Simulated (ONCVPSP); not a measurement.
Before and after: ONCV potential for Ar (Z = 18)

```
Element                 : Ar (Z = 18)
Generator               : ONCVPSP 4.0.1
Type                    : optimised norm-conserving Vanderbilt (ONCV)
Functional              : PBEsol
Relativity              : scalar-relativistic
Frozen core             : [Ne]
Valence charge          : 8
Reference configuration : 3s2 3p6
Partial waves           : 3s: rc 1.10 bohr, ncon 4, nbas 8, qcut 7.4 1/bohr, 2 projectors, debl 1.1 Ha; 3p: rc 1.45 bohr, ncon 4, nbas 7, qcut 4.9 1/bohr, 1 projector
Local potential         : polynomial inside 0.90 bohr (lpopt 5, dvloc0 3 Ha)
Core correction         : Teter function, fcfact 1.5, rcfact 1.25
```

Change: s: debl 4.05.

Cutoffs: the cutoffs (Ha) at which the residual kinetic energy of the hardest occupied pseudo-wave falls to 1 and 0.1 mHa per electron; they do not see the model core or the augmentation charge, which bear on the density cutoff. Errors are all-electron minus pseudo energies relative to the spin-unpolarised reference configuration.

**Question.** What does the change do?

**Answer.** The potential gets neither clearly harder nor softer (20 Ha and 42 Ha → 20 Ha and 42 Ha); the bound ghost in s disappears; the errors of the 4 common tests hardly move.

| quantity | base | changed |
| --- | --- | --- |
| cutoff, loose | 20 Ha | 20 Ha |
| cutoff, tight | 42 Ha | 42 Ha |
| bound ghosts | s | none |
| GHOST(+) flags under 300 eV | none | s at 264.8 eV |
| error for 3s2 3p5, meV [ΔE 16.01 eV] | +2.5 | +2.7 |
| error for 3s2 3p4, meV [ΔE 44.62 eV] | +20 | +21 |
| error for 3s2 3p3, meV [ΔE 87.14 eV] | +66 | +70 |
| error for 3s2 3p2, meV [ΔE 144.71 eV] | +153 | +164 |
| s: phases at 1.12 bohr within 0.05 rad from the reference energy up to (Ha; the scan ends near 5) | to the end of the scan | to the end of the scan |
| p: phases at 1.47 bohr within 0.05 rad from the reference energy up to (Ha; the scan ends near 5) | 3.0 | 3.0 |
| rms error of d²Exc/dni dnj with the model core, mHa | 1.09 | 1.09 |

 A true bound ghost makes a file unfit for plane-wave use even where its test errors are small: the radial tests pick states by their node count and pass the ghost by.
